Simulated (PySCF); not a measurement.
## Distorted geometries of PbH2

PbH2 (singlet). PySCF 2.14.0, RKS PBE, Pb def2-SVP with ECP60, H def2-SVP; non-relativistic Hamiltonian with scalar-relativistic core potentials where named; density fitting; no spin-orbit coupling. Relaxed geometry:

```xyz
3

Pb    0.0000    0.0000   -0.3056
H     1.3229    0.0000    1.0264
H    -1.3229    0.0000    1.0264
```

**Question.** Order these distorted geometries by energy above the relaxed one, lowest first.
A.
```xyz
3

Pb   -0.0804    0.0399   -0.3894
H     1.3088   -0.0656    1.1901
H    -1.2284    0.0257    0.9466
```
B.
```xyz
3

Pb   -0.0675    0.0317   -0.5779
H     1.3780   -0.0892    1.1994
H    -1.3104    0.0575    1.1258
```
C.
```xyz
3

Pb   -0.0520   -0.0514   -0.3443
H     1.3971    0.1167    1.0590
H    -1.3451   -0.0653    1.0326
```

**Answer.** C (0.08 eV), A (0.27 eV), B (0.75 eV).

**Question.** Which forces (eV/Å) act in the one that lies 0.08 eV up?

**Answer.** 
```
Pb   0.65  0.08  0.78
H   -0.71 -0.08 -0.70
H    0.06  0.00 -0.08
```
Forces carry noise of the integration grid, about 0.01 to 0.03 eV/Å.
